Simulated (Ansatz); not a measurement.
Start from `[OH][Zn][SiH3]` and change one atom or group to get `[OH][Zn][SeH]`.

Ansatz, PBE0-D4/def2-TZVP geometries, multiplicity 1. Each molecule was computed in one conformer, which needn't be the lowest.

Scalar relativity is left out up to krypton.

```json
{"property": "LUMO energy (PBE0/def2-TZVPP) / eV", "`[OH][Zn][SiH3]`": "-0.84"}
{"property": "size of the dipole moment (B3LYP/def2-TZVPP) / D", "`[OH][Zn][SiH3]`": "1.47"}
{"property": "size of the dipole moment (PBE/def2-TZVPP) / D", "`[OH][Zn][SiH3]`": "1.35"}
{"property": "ideal-gas entropy at 298 K and 1 bar (rigid rotor, harmonic PBE0-D4/def2-TZVP) / J/(mol·K)", "`[OH][Zn][SiH3]`": "338"}
{"property": "HOMO energy (ωB97M-V/def2-TZVPP) / eV", "`[OH][Zn][SiH3]`": "-10.05"}
{"property": "zero-point energy (PBE0-D4/def2-TZVP) / kJ/mol", "`[OH][Zn][SiH3]`": "96.6"}
```

(1) What does the change do to each property? (Estimate.)

## Answers

(1) The calculation gave: 
```json
{"property": "LUMO energy (PBE0/def2-TZVPP) / eV", "`[OH][Zn][SeH]`": "-1.08", "shift": "-0.24"}
{"property": "size of the dipole moment (B3LYP/def2-TZVPP) / D", "`[OH][Zn][SeH]`": "1.38", "shift": "-0.09"}
{"property": "size of the dipole moment (PBE/def2-TZVPP) / D", "`[OH][Zn][SeH]`": "1.32", "shift": "-0.03"}
{"property": "ideal-gas entropy at 298 K and 1 bar (rigid rotor, harmonic PBE0-D4/def2-TZVP) / J/(mol·K)", "`[OH][Zn][SeH]`": "321", "shift": "-17"}
{"property": "HOMO energy (ωB97M-V/def2-TZVPP) / eV", "`[OH][Zn][SeH]`": "-9.32", "shift": "0.73"}
{"property": "zero-point energy (PBE0-D4/def2-TZVP) / kJ/mol", "`[OH][Zn][SeH]`": "54.0", "shift": "-42.6"}
```

With PBE0 the HOMO rises by 0.77 eV and the LUMO falls by 0.24 eV, so the gap narrows by about 1.01 eV. PBE moves the HOMO by 0.53 eV and ωB97M-V by 0.73 eV. The zero-point energy changes by -42.6 kJ/mol with -6 modes. Dipoles are sizes alone; their direction can turn. Modes under 60 cm⁻¹, often nearly free rotors, make the harmonic entropy too high.

B3LYP here is the variant with VWN-RPA as its local correlation; programs differ in this.

Spin–orbit coupling is left out; it splits and shifts lone-pair levels of the heavy atoms by tenths of an eV.
